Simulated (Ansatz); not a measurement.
Molecule: sum formula H3SiO, charge -1, multiplicity 1. It need not be the lowest isomer of its formula. Whether it binds its extra electron was not tested at this geometry. 
Coordinates optimised at B3LYP-D3(BJ)/def2-TZVP (Ansatz, a first-principles code):
```
Si
O 1 1.5643
H 1 1.5288 2 117.27
H 1 1.5288 3 100.67 2 -128.43
H 1 1.5288 3 100.67 4 -103.13
```
Charge -1, spin multiplicity 1.

Basis-set convergence of Hartree-Fock and CCSD(T) correlation energies (hartree) with Ansatz. Valence correlation only, unless marked. No spin-orbit coupling. Non-relativistic. This anion needs diffuse functions, which these sets lack.

| basis | functions | E(HF) | E(corr, CCSD(T)) |
|---|---|---|---|
| cc-pV(D+d)Z | 52 | -365.55986 | -0.33714 |
| cc-pV(T+d)Z | 111 | -365.61273 | -0.42335 |
| cc-pV(Q+d)Z | 209 | -365.62646 | -0.45320 |
| cc-pV(5+d)Z | 356 | ? | ? |

Problem. Complete the blanks.

Solution. 
- cc-pV(5+d)Z, E(HF): -365.62990
- cc-pV(5+d)Z, E(corr, CCSD(T)): -0.46374
